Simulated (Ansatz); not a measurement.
Level of theory: frozen-core CCSD(T)/def2-TZVPP // r2SCAN-D4/def2-SVP (Ansatz, an electronic-structure program).

Ansatz 0.2 input:
```yaml
crystal:
  periodic: [false, false, false]
  atoms:
    - { symbol: Ti, position_ang: [0.010986, 0.178871, 0.087407] }
    - { symbol: O, position_ang: [-0.158637, 1.590064, -0.936685] }
    - { symbol: H, position_ang: [0.021115, 2.48717, -1.236347] }
    - { symbol: O, position_ang: [1.148276, 0.278634, 1.416216] }
    - { symbol: H, position_ang: [1.80912, 0.694142, 1.979734] }
    - { symbol: H, position_ang: [-1.522067, -0.135658, 0.763487] }
    - { symbol: H, position_ang: [0.520074, -1.105594, -0.911217] }
basis:
  gaussian: { orbitals: def2-TZVPP }
correlation:
  method: ccsd_t
```

Output:

```
Functional definition: HF
1160 factors; integrals over basis functions are off by at most 8.0e-4 eV
mean field evaluation 1: about -27220.1489 eV, gradient 6.3e1 eV
mean field evaluation 2: about -27220.2646 eV, gradient 6.3e1 eV
mean field evaluation 4: about -27227.2000 eV, gradient 5.7e0 eV
mean field evaluation 8: about -27227.3398 eV, gradient 6.8e-1 eV
mean field evaluation 16: about -27227.3433 eV, gradient 2.0e-6 eV
mean field -27227.34330283 eV, -1000.5864110230 hartree, gradient 1.9e-6 eV, S^2 0.000000; 0 other end points of the search recorded, 0 dependent functions left out
7 core orbitals not correlated
reference -27227.34330283 eV, -1000.5864110230 hartree; 14, 14 occupied and 161, 161 virtual orbitals, 1160 factors
second order -25.21326301 eV of doubles, -0.00000000 eV of singles
cycle   1  -24.43445830 eV  change    7.8e-1 eV  update   2.1e-1
cycle   2  -25.34670175 eV  change   -9.1e-1 eV  update   1.2e-1
cycle   3  -25.60051770 eV  change   -2.5e-1 eV  update   4.7e-2
cycle   4  -25.60388524 eV  change   -3.4e-3 eV  update   1.7e-2
cycle   5  -25.57675610 eV  change    2.7e-2 eV  update   5.3e-3
cycle   6  -25.57855066 eV  change   -1.8e-3 eV  update   2.1e-3
cycle   7  -25.57904805 eV  change   -5.0e-4 eV  update   7.6e-4
cycle   8  -25.57861027 eV  change    4.4e-4 eV  update   3.4e-4
cycle   9  -25.57880901 eV  change   -2.0e-4 eV  update   2.0e-4
cycle  10  -25.57895986 eV  change   -1.5e-4 eV  update   9.4e-5
cycle  11  -25.57879440 eV  change    1.7e-4 eV  update   5.5e-5
cycle  12  -25.57878965 eV  change    4.8e-6 eV  update   3.1e-5
perturbative correction -1.23475429 eV, -0.0453763831 hartree
Total energy: -27254.15684678 eV, -1001.5717905880 hartree
```

Cost: around 70 core-seconds (rough).
